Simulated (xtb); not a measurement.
HCl3HfO, singlet, geometry from GFN2-xTB (such geometries of metal compounds can be far from the true shape). Base run: GFN2-xTB run with xtb.

Geometry (Å):
```xyz
6

Hf    -0.1493     0.1403     0.0313
Cl     1.6800     1.1337    -0.8047
Cl     0.5624    -0.6793     1.9943
Cl    -0.6488    -1.6050    -1.2987
O     -1.7263     1.0760     0.0077
H     -2.5345     0.8480    -0.4627
```
Charge 0, spin multiplicity 1.
All else is at xtb's defaults.
Base energy -19.89888 Eh.

The base run was repeated with changes; each row names its change, and settings that it needs were set with it.

| change | ΔE vs base (kJ/mol) | HOMO-LUMO gap (eV) | dipole (D) | SCF cycles |
|---|---|---|---|---|
| base | 0.00 | 3.25 | 2.75 | 22 |
| acc = 0.1 | 0.00 | 3.25 | 2.75 | 25 |
| etemp = 3000 | -0.55 | 3.25 | 2.73 | 24 |
| file = coord | 0.00 | 3.25 | 2.75 | 22 |
| acc = 0.0001 | 0.00 | 3.25 | 2.75 | 32 |
| gbsa = water | -19.40 | 3.42 | 3.22 | 19 |
| etemp = 1000 | 0.00 | 3.25 | 2.75 | 22 |
| acc = 30 | 0.00 | 3.25 | 2.75 | 17 |

ALPB and GBSA are two models with their own fitted parameters for each solvent, which aren't always the measured dielectric constant.
